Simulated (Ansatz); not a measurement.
Ansatz (an electronic-structure program) input (HF/6-31G*):

Ansatz 0.2 input:
```yaml
crystal:
  periodic: [false, false, false]
  atoms:
    - {symbol: C, position_ang: [2.53334072, -0.65792033, -0.29546393]}
    - {symbol: C, position_ang: [1.28673820, -0.93656244, 0.03441767]}
    - {symbol: C, position_ang: [0.37564375, -0.03882076, 0.82962306]}
    - {symbol: B, position_ang: [-0.94076025, 0.38738538, 0.05484262]}
    - {symbol: O, position_ang: [-1.57962429, -0.54365232, -0.70794734]}
    - {symbol: O, position_ang: [-1.40265911, 1.65925179, 0.20606229]}
    - {symbol: H, position_ang: [3.12795942, -1.34090196, -0.87628341]}
    - {symbol: H, position_ang: [3.00973012, 0.26147186, 0.00148192]}
    - {symbol: H, position_ang: [0.85682731, -1.86949813, -0.29271022]}
    - {symbol: H, position_ang: [0.90870547, 0.84396690, 1.16769450]}
    - {symbol: H, position_ang: [0.05469125, -0.56841034, 1.72979170]}
    - {symbol: H, position_ang: [-2.36462948, -0.25848370, -1.15232021]}
    - {symbol: H, position_ang: [-2.20555167, 1.86995409, -0.24824779]}
basis:
  gaussian:
    orbitals: 6-31G*
hamiltonian:
  xc: {name: HF}
phonons: {temperatures: {t_min: 298.15, t_max: 298.15, t_step: 100}}
```

Output:

```
Functional definition: HF
integrals: 0.05 GiB planned
1171 factors; integrals over basis functions are off by at most 3.5e-4 eV
mean field: 0.32 GiB planned
mean field evaluation 1: about -7945.9467 eV, gradient 4.5e1 eV
mean field evaluation 2: about -7946.0318 eV, gradient 4.5e1 eV
mean field evaluation 4: about -7950.4218 eV, gradient 3.9e0 eV
mean field evaluation 8: about -7950.4722 eV, gradient 1.5e-4 eV
mean field -7950.47217840 eV, -292.1744635325 hartree, gradient 1.6e-5 eV, S^2 0.000000; 0 other end points of the search recorded, 0 dependent functions left out
the calculation of the forces begins
reference -7950.47217840 eV, -292.1744635325 hartree; 23, 23 occupied and 81, 81 virtual orbitals, 1171 factors
these checks for a lower state are left out or cut short: stability, starts, cluster_reference, orbital_swaps, neighbouring_geometries, increment
integrals: 0.05 GiB planned
1171 factors; integrals over basis functions are off by at most 3.5e-4 eV
mean field: 0.32 GiB planned
mean field evaluation 16: about -7950.4719 eV, gradient 1.2e-6 eV
mean field -7950.47190531 eV, -292.1744534966 hartree, gradient 4.8e-6 eV, S^2 0.000000; 0 other end points of the search recorded, 0 dependent functions left out
the calculation of the forces begins
reference -7950.47190531 eV, -292.1744534966 hartree; 23, 23 occupied and 81, 81 virtual orbitals, 1171 factors
these checks for a lower state are left out or cut short: stability, starts, cluster_reference, orbital_swaps, neighbouring_geometries, increment
integrals: 0.05 GiB planned
1171 factors; integrals over basis functions are off by at most 3.5e-4 eV
mean field: 0.32 GiB planned
mean field -7950.47189877 eV, -292.1744532565 hartree, gradient 4.8e-6 eV, S^2 0.000000; 0 other end points of the search recorded, 0 dependent functions left out
the calculation of the forces begins
reference -7950.47189877 eV, -292.1744532565 hartree; 23, 23 occupied and 81, 81 virtual orbitals, 1171 factors
these checks for a lower state are left out or cut short: stability, starts, cluster_reference, orbital_swaps, neighbouring_geometries, increment
integrals: 0.05 GiB planned
1171 factors; integrals over basis functions are off by at most 3.4e-4 eV
mean field: 0.32 GiB planned
mean field -7950.47198790 eV, -292.1744565318 hartree, gradient 1.7e-6 eV, S^2 0.000000; 0 other end points of the search recorded, 0 dependent functions left out
the calculation of the forces begins
reference -7950.47198790 eV, -292.1744565318 hartree; 23, 23 occupied and 81, 81 virtual orbitals, 1171 factors
these checks for a lower state are left out or cut short: stability, starts, cluster_reference, orbital_swaps, neighbouring_geometries, increment
integrals: 0.05 GiB planned
1171 factors; integrals over basis functions are off by at most 3.5e-4 eV
mean field: 0.32 GiB planned
mean field evaluation 32: about -7950.4720 eV, gradient 5.9e-5 eV
mean field -7950.47199088 eV, -292.1744566413 hartree, gradient 1.7e-6 eV, S^2 0.000000; 0 other end points of the search recorded, 0 dependent functions left out
the calculation of the forces begins
reference -7950.47199088 eV, -292.1744566413 hartree; 23, 23 occupied and 81, 81 virtual orbitals, 1171 factors
these checks for a lower state are left out or cut short: stability, starts, cluster_reference, orbital_swaps, neighbouring_geometries, increment
integrals: 0.05 GiB planned
1171 factors; integrals over basis functions are off by at most 3.5e-4 eV
mean field: 0.32 GiB planned
mean field -7950.47208196 eV, -292.1744599885 hartree, gradient 1.9e-6 eV, S^2 0.000000; 0 other end points of the search recorded, 0 dependent functions left out
the calculation of the forces begins
reference -7950.47208196 eV, -292.1744599885 hartree; 23, 23 occupied and 81, 81 virtual orbitals, 1171 factors
these checks for a lower state are left out or cut short: stability, starts, cluster_reference, orbital_swaps, neighbouring_geometries, increment
integrals: 0.05 GiB planned
1171 factors; integrals over basis functions are off by at most 3.5e-4 eV
mean field: 0.32 GiB planned
mean field -7950.47207824 eV, -292.1744598518 hartree, gradient 2.1e-6 eV, S^2 0.000000; 0 other end points of the search recorded, 0 dependent functions left out
the calculation of the forces begins
reference -7950.47207824 eV, -292.1744598518 hartree; 23, 23 occupied and 81, 81 virtual orbitals, 1171 factors
these checks for a lower state are left out or cut short: stability, starts, cluster_reference, orbital_swaps, neighbouring_geometries, increment
integrals: 0.05 GiB planned
1171 factors; integrals over basis functions are off by at most 3.5e-4 eV
mean field: 0.32 GiB planned
mean field -7950.47189934 eV, -292.1744532775 hartree, gradient 5.1e-6 eV, S^2 0.000000; 0 other end points of the search recorded, 0 dependent functions left out
[...]
1171 factors; integrals over basis functions are off by at most 3.5e-4 eV
mean field: 0.32 GiB planned
mean field -7950.47204876 eV, -292.1744587684 hartree, gradient 1.5e-6 eV, S^2 0.000000; 0 other end points of the search recorded, 0 dependent functions left out
the calculation of the forces begins
reference -7950.47204876 eV, -292.1744587684 hartree; 23, 23 occupied and 81, 81 virtual orbitals, 1171 factors
these checks for a lower state are left out or cut short: stability, starts, cluster_reference, orbital_swaps, neighbouring_geometries, increment
integrals: 0.05 GiB planned
1171 factors; integrals over basis functions are off by at most 3.5e-4 eV
mean field: 0.32 GiB planned
mean field evaluation 416: about -7950.4720 eV, gradient 3.4e-5 eV
mean field -7950.47204895 eV, -292.1744587755 hartree, gradient 1.3e-6 eV, S^2 0.000000; 0 other end points of the search recorded, 0 dependent functions left out
the calculation of the forces begins
reference -7950.47204895 eV, -292.1744587755 hartree; 23, 23 occupied and 81, 81 virtual orbitals, 1171 factors
these checks for a lower state are left out or cut short: stability, starts, cluster_reference, orbital_swaps, neighbouring_geometries, increment
integrals: 0.05 GiB planned
1171 factors; integrals over basis functions are off by at most 3.5e-4 eV
mean field: 0.32 GiB planned
mean field -7950.47215227 eV, -292.1744625722 hartree, gradient 2.0e-6 eV, S^2 0.000000; 0 other end points of the search recorded, 0 dependent functions left out
the calculation of the forces begins
reference -7950.47215227 eV, -292.1744625722 hartree; 23, 23 occupied and 81, 81 virtual orbitals, 1171 factors
these checks for a lower state are left out or cut short: stability, starts, cluster_reference, orbital_swaps, neighbouring_geometries, increment
integrals: 0.05 GiB planned
1171 factors; integrals over basis functions are off by at most 3.5e-4 eV
mean field: 0.32 GiB planned
mean field -7950.47215328 eV, -292.1744626096 hartree, gradient 2.6e-6 eV, S^2 0.000000; 0 other end points of the search recorded, 0 dependent functions left out
the calculation of the forces begins
reference -7950.47215328 eV, -292.1744626096 hartree; 23, 23 occupied and 81, 81 virtual orbitals, 1171 factors
these checks for a lower state are left out or cut short: stability, starts, cluster_reference, orbital_swaps, neighbouring_geometries, increment
integrals: 0.05 GiB planned
1171 factors; integrals over basis functions are off by at most 3.5e-4 eV
mean field: 0.32 GiB planned
mean field -7950.47213308 eV, -292.1744618671 hartree, gradient 2.8e-6 eV, S^2 0.000000; 0 other end points of the search recorded, 0 dependent functions left out
the calculation of the forces begins
reference -7950.47213308 eV, -292.1744618671 hartree; 23, 23 occupied and 81, 81 virtual orbitals, 1171 factors
these checks for a lower state are left out or cut short: stability, starts, cluster_reference, orbital_swaps, neighbouring_geometries, increment
integrals: 0.05 GiB planned
1171 factors; integrals over basis functions are off by at most 3.5e-4 eV
mean field: 0.32 GiB planned
mean field -7950.47213236 eV, -292.1744618405 hartree, gradient 2.6e-6 eV, S^2 0.000000; 0 other end points of the search recorded, 0 dependent functions left out
the calculation of the forces begins
reference -7950.47213236 eV, -292.1744618405 hartree; 23, 23 occupied and 81, 81 virtual orbitals, 1171 factors
these checks for a lower state are left out or cut short: stability, starts, cluster_reference, orbital_swaps, neighbouring_geometries, increment
integrals: 0.05 GiB planned
1171 factors; integrals over basis functions are off by at most 3.5e-4 eV
mean field: 0.32 GiB planned
mean field evaluation 448: about -7950.4720 eV, gradient 1.4e-6 eV
mean field -7950.47204312 eV, -292.1744585612 hartree, gradient 1.5e-6 eV, S^2 0.000000; 0 other end points of the search recorded, 0 dependent functions left out
the calculation of the forces begins
reference -7950.47204312 eV, -292.1744585612 hartree; 23, 23 occupied and 81, 81 virtual orbitals, 1171 factors
these checks for a lower state are left out or cut short: stability, starts, cluster_reference, orbital_swaps, neighbouring_geometries, increment
integrals: 0.05 GiB planned
1171 factors; integrals over basis functions are off by at most 3.5e-4 eV
mean field: 0.32 GiB planned
mean field -7950.47204535 eV, -292.1744586429 hartree, gradient 1.3e-6 eV, S^2 0.000000; 0 other end points of the search recorded, 0 dependent functions left out
the calculation of the forces begins
reference -7950.47204535 eV, -292.1744586429 hartree; 23, 23 occupied and 81, 81 virtual orbitals, 1171 factors
these checks for a lower state are left out or cut short: stability, starts, cluster_reference, orbital_swaps, neighbouring_geometries, increment
integrals: 0.05 GiB planned
1171 factors; integrals over basis functions are off by at most 3.5e-4 eV
mean field: 0.32 GiB planned
mean field -7950.47215891 eV, -292.1744628162 hartree, gradient 2.3e-6 eV, S^2 0.000000; 0 other end points of the search recorded, 0 dependent functions left out
the calculation of the forces begins
reference -7950.47215891 eV, -292.1744628162 hartree; 23, 23 occupied and 81, 81 virtual orbitals, 1171 factors
these checks for a lower state are left out or cut short: stability, starts, cluster_reference, orbital_swaps, neighbouring_geometries, increment
integrals: 0.05 GiB planned
1171 factors; integrals over basis functions are off by at most 3.5e-4 eV
mean field: 0.32 GiB planned
mean field -7950.47215480 eV, -292.1744626655 hartree, gradient 2.4e-6 eV, S^2 0.000000; 0 other end points of the search recorded, 0 dependent functions left out
the calculation of the forces begins
reference -7950.47215480 eV, -292.1744626655 hartree; 23, 23 occupied and 81, 81 virtual orbitals, 1171 factors
these checks for a lower state are left out or cut short: stability, starts, cluster_reference, orbital_swaps, neighbouring_geometries, increment
integrals: 0.05 GiB planned
1171 factors; integrals over basis functions are off by at most 3.5e-4 eV
mean field: 0.32 GiB planned
mean field -7950.47213369 eV, -292.1744618897 hartree, gradient 1.0e-6 eV, S^2 0.000000; 0 other end points of the search recorded, 0 dependent functions left out
the calculation of the forces begins
reference -7950.47213369 eV, -292.1744618897 hartree; 23, 23 occupied and 81, 81 virtual orbitals, 1171 factors
these checks for a lower state are left out or cut short: stability, starts, cluster_reference, orbital_swaps, neighbouring_geometries, increment
integrals: 0.05 GiB planned
1171 factors; integrals over basis functions are off by at most 3.5e-4 eV
mean field: 0.32 GiB planned
mean field -7950.47213284 eV, -292.1744618584 hartree, gradient 2.8e-6 eV, S^2 0.000000; 0 other end points of the search recorded, 0 dependent functions left out
the calculation of the forces begins
reference -7950.47213284 eV, -292.1744618584 hartree; 23, 23 occupied and 81, 81 virtual orbitals, 1171 factors
Total energy: -7950.47217840 eV, -292.1744635325 hartree
Atom 0 at     2.533341    -0.657920    -0.295464 Å, force     0.000972    -0.000473     0.000706 eV/Å
Atom 1 at     1.286738    -0.936562     0.034418 Å, force    -0.000675     0.000682    -0.001266 eV/Å
Atom 2 at     0.375644    -0.038821     0.829623 Å, force    -0.000780     0.001092    -0.000897 eV/Å
Atom 3 at    -0.940760     0.387385     0.054843 Å, force     0.001944    -0.001882     0.000211 eV/Å
Atom 4 at    -1.579624    -0.543652    -0.707947 Å, force    -0.000240     0.001243     0.000572 eV/Å
Atom 5 at    -1.402659     1.659252     0.206062 Å, force    -0.000719    -0.000473    -0.000451 eV/Å
Atom 6 at     3.127959    -1.340902    -0.876283 Å, force    -0.000437     0.000367    -0.000544 eV/Å
Atom 7 at     3.009730     0.261472     0.001482 Å, force    -0.000153    -0.000237     0.000476 eV/Å
Atom 8 at     0.856827    -1.869498    -0.292710 Å, force     0.000390    -0.000482     0.000838 eV/Å
Atom 9 at     0.908705     0.843967     1.167695 Å, force    -0.000218    -0.000214    -0.000183 eV/Å
Atom 10 at     0.054691    -0.568410     1.729792 Å, force    -0.000014    -0.000308     0.000268 eV/Å
Atom 11 at    -2.364629    -0.258484    -1.152320 Å, force     0.000158    -0.000164     0.000122 eV/Å
Atom 12 at    -2.205552     1.869954    -0.248248 Å, force    -0.000227     0.000848     0.000148 eV/Å
Dipole moment:    -0.576845     0.151255    -0.228332 e Å
Vibrations: 27.29 94.31 199.81 385.64 413.29 437.55 484.66 543.89 649.21 683.72 854.91 945.43 1004.32 1015.98 1056.66 1119.91 1139.72 1175.18 1327.65 1339.22 1443.78 1476.14 1511.17 1583.09 1607.08 1872.08 3153.35 3246.95 3319.97 3341.01 3399.31 4122.05 4130.27 cm⁻¹, zero-point energy 3.044099 eV
```

The blocks after the first are displaced geometries, from whose forces the wavenumbers follow.
